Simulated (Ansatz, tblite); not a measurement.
Removing an electron: [MoO3(NH2)]- (MoNO₃H₂⁻). Total charge -1; singlet. Geometry: r2SCAN-D4/def2-SVPD. Ansatz, gas phase; energy differences of separate SCF runs; the oxidised species was run as a doublet alone.

```xyz
7

Mo    0.1086    0.6529    0.4056
O     1.7664    0.5585    0.9222
O    -0.1120    2.0219   -0.6404
O    -0.9368    0.6972    1.7921
N    -0.3981   -0.9721   -0.6643
H    -0.0226   -1.0760   -1.6031
H    -0.4055   -1.8824   -0.2120
```

In the def2 sets Mo takes a core potential; there is no spin–orbit coupling. The xTB rows come from tblite. Correlated methods freeze 4 core orbitals; core or outer-core shells of Mo are correlated, in sets that lack core-valence functions. The rows differ in basis, and correlated rows in double-zeta sets carry the largest basis error. HOMO above LUMO, or a gap near zero within one spin, warns that the state may not be the lowest or that an electron is smeared out.

```tsv
level	−HOMO (eV)	vertical IE (eV)	−LUMO (eV)	HOMO–LUMO gap (eV)	remarks
GFN1-xTB	6.32	9.90	1.80	4.52	–
GFN2-xTB	5.73	9.23	1.47	4.26	–
PBE0-D4/def2-TZVPD	2.94	4.84	-3.35	6.29	–
CCSD/def2-SVPD	–	4.85	–	–	large T1 (0.050) (doublet), spin-contaminated (⟨S²⟩ 1.20) (doublet), test for broken spin undecided (-1 singlet)
```

(1) Estimate the rows for PBE-D4/def2-TZVPD, r2SCAN-D4/def2-TZVPD, CCSD(T)/def2-SVPD.

## Answers

(1) 
```
               level  −HOMO (eV)  vertical IE (eV)  −LUMO (eV)  HOMO–LUMO gap (eV)                                                                                                           remarks
   PBE-D4/def2-TZVPD        1.47              4.46       -2.78                4.25                                                                           gap within one spin near zero (doublet)
r2SCAN-D4/def2-TZVPD        1.77              4.59       -2.90                4.68                                                                                                                 –
   CCSD(T)/def2-SVPD           –              4.97           –                   –  large T1 (0.050) (doublet), spin-contaminated (⟨S²⟩ 1.20) (doublet), test for broken spin undecided (-1 singlet)
```

Relaxing the oxidised species (r2SCAN-D4/def2-SVPD) changes its energy by -0.08 eV at PBE-D4/def2-TZVPD, so the adiabatic ionisation energy to this nearest minimum is 4.37 eV. At PBE0-D4/def2-TZVPD it is 4.51 eV.  Run but left out: HF/def2-SVPD, MP2/def2-SVPD (neutral doublet: ⟨S²⟩ 1.20, where a pure state has 0.75).  Raw xTB energy differences between charge states are shifted by several eV; the methods need an empirical correction for them.
